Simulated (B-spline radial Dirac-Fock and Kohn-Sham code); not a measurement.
## Core and valence levels of Cs³⁷⁺

System: cesium as Cs³⁷⁺ in the configuration 1s2 2s2 2p6 3s2 3p6; nuclear rms radius 4.8041 fm (A = 133).

The computed values come from an atomic code on a B-spline grid: Dirac-Fock (average of configuration) total-energy differences with a finite nucleus, the Breit interaction including its frequency dependence, and self-energy and vacuum-polarisation corrections. Correlation and solid-state effects are left out. Energies are counted from the vacuum level.

All terms are in eV, carry their sign (relaxation lowers the binding energy) and add up to the binding energy; ⟨r⟩ is the mean radius of the orbital in the initial state.

```csv
subshell,−ε (Koopmans),relaxation,Breit,self-energy,vacuum polarisation,binding energy,⟨r⟩ (bohr)
1s,38244.4,-31.80,-88.47,-51.73,7.38,38079.8,0.026
2s,7771.6,-7.58,-9.08,-6.71,0.89,7749.2,0.110
2p1/2,7430.5,-9.74,-14.28,0.37,-0.01,7406.8,0.093
2p3/2,7070.5,-8.89,-9.32,-0.25,-0.04,7052.0,0.099
3s,2911.5,-0.97,-1.96,-1.69,0.22,2907.1,0.274
3p1/2,2773.2,-1.15,-3.21,0.05,0.00,2768.8,0.261
3p3/2,2686.9,-1.04,-2.03,-0.09,-0.01,2683.7,0.270
```

For the deepest level, K (1s), the Breit terms make up -0.232 % of the binding energy, QED -0.116 % and orbital relaxation -0.084 %.

Spin-orbit splittings: 2p 354.9 eV, 3p 85.14 eV.

Going to the tabulated ground configuration of the next ion removes an electron from M3 (3p3/2), computed at 2683.7 eV. NIST lists 2683 ± 4 eV as the ionisation energy of this species (theoretical), -0.71 eV from the computed value, within the stated uncertainty.
